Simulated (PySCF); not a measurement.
**How methods differ on the ionisation energy of Ba²¹⁺**

Ba²¹⁺ [Ar] 3d10 4s2 4p5 [4p1/2^2 4p3/2^3, M_J = 3/2] → Ba²²⁺ [Ar] 3d10 4s2 4p4 [4p1/2^2 4p3/2^2, M_J = 2], as a difference of total energies. Calculation: PySCF 2.14, in an uncontracted even-tempered set (18 s from 1.4 bohr⁻², ratio 2.8; 14 p from 1.8 bohr⁻², ratio 2.8; 9 d from 3.2 bohr⁻², ratio 2.8; 4 f from 11 bohr⁻², ratio 3); the two-component X2C-1e Hamiltonian. Correlated levels: [Ne] frozen; the 92 highest virtual spinors dropped. "Screened" scales the spin-orbit matrix elements by Boettger's factors to mimic the two-electron term; Breit and QED terms are absent.

| method | ionisation energy (eV) |
| --- | --- |
| GHF (screened spin-orbit) | 677.60 |
| GMP2 (screened spin-orbit) | 678.87 |

**Question.** How much does correlation contribute at GMP2 (screened spin-orbit)?

**Answer.** 678.87 − (677.60) = 1.27 eV, measured against GHF (screened spin-orbit).

Breit and QED terms and the two-electron picture change are absent.

The labels give the starting determinants; with spin-orbit coupling the two ends relaxed to ⟨J²⟩ = 3.75, ⟨L²⟩ = 2.02, ⟨S²⟩ = 0.77 and ⟨J²⟩ = 6.01, ⟨L²⟩ = 3.01, ⟨S²⟩ = 1.53.

For comparison: 679 ± 4 eV (theoretical estimate listed by NIST; NIST Atomic Spectra Database, ionization energies).
